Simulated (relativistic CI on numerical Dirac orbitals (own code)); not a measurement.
## One change at a time: Hf⁶²⁺

Base calculation: Dirac-Coulomb-Breit CI, separate exchange-only KLI orbitals for each configuration, QED by a radiative potential, unscaled Slater integrals.

Configurations in the expansion (outside the closed core 1s2): 2s2 2p6, 2s2 2p5 3s, 2s2 2p5 3p, 2s2 2p5 3d, 2s 2p6 3s, 2s 2p6 3p, 2s 2p6 3d, 2s2 2p5 4s, 2s2 2p5 4p, 2s2 2p5 4d, 2s2 2p5 4f, 2s2 2p4 3s2, 2s 2p6 4s, 2s2 2p4 3s 3p, 2s2 2p5 5s, 2s 2p6 4p, 2s2 2p5 5p, 2s2 2p4 3s 3d, 2s 2p6 4d, 2s2 2p5 5d, 2s2 2p4 3p2, 2s2 2p5 5f, 2s2 2p5 5g, 2s 2p6 4f, 2s2 2p4 3p 3d, 2s 2p5 3s2, 2s2 2p4 3d2, 2s 2p5 3s 3p, 2s 2p5 3s 3d, 2s 2p5 3p2, 2s 2p6 5s, 2s 2p6 5p, 2s 2p5 3p 3d, 2s 2p6 5d, 2s 2p6 5f, 2s 2p6 5g. Levels of other configurations are missing.

Variants: (1) only the first 3 configurations; (2) one mean potential for all configurations. Shifts of the energy above 2s2 2p6 1S_0, in eV, for the lowest level and the first level of each name with at least 55 % of one term (blank where a level changes its place among those of its configuration and J or its character, or is not in the variant):

```
           Level     Base   Δ(1)   Δ(2)
    2s2 2p6 1S_0     0.00   0.00   0.00
2s2 2p5 3s 3P°_2  7834.44  +0.07  -1.60
2s2 2p5 3s 1P°_1  7842.66  +0.17  -1.62
 2s2 2p5 3p 3D_3  8310.29  -0.22  -1.50
 2s2 2p5 3p 1P_1  8310.61  +0.24  -1.50
 2s2 2p5 3p 3P_2  8322.83  -0.28  -1.51
 2s2 2p5 3p 1S_0  8377.69  +0.96  -0.65
2s2 2p5 3d 3P°_0  8464.15         -1.66
2s2 2p5 3d 3P°_1  8473.79         -1.65
2s2 2p5 3d 3F°_4  8548.00         -1.64
2s2 2p5 3d 3D°_3  8564.64         -1.62
2s2 2p5 3d 1P°_1  8593.21         -1.60
2s2 2p5 3s 3P°_0  9057.15  +0.45  -1.37
2s2 2p5 3s 3P°_1  9060.53  +0.03  -1.38
```

At this charge energies of transitions that change n are usually good to better than 1 %, and those within a shell (Δn = 0) to a few per cent.

Ionisation energy from the two ground configurations alone: base 14676.6 eV. The NIST ASD value (theoretical) is 14678 eV.

LS names give the leading component of a level, which can be under half, so a name can repeat, a term be missing and a line seem to break the LS rules.
